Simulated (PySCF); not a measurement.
Method: PySCF with PBE-D3(BJ)/def2-TZVP // B3LYP-D3(BJ)/def2-TZVP. Isolated molecules, 0 K electronic values unless said otherwise. 

Reference species (SMILES): `CNC#N` (neutral, multiplicity 1).

```yaml
HOMO: -6.15 eV
HOMO–LUMO gap: 5.58 eV
```

Changed species: `NC#CN`.

**Question.** What does the change do to the HOMO and HOMO–LUMO gap?

**Answer.** the HOMO increases by 1.42 eV, to -4.73 eV; the HOMO–LUMO gap decreases by 0.60 eV, to 4.98 eV.
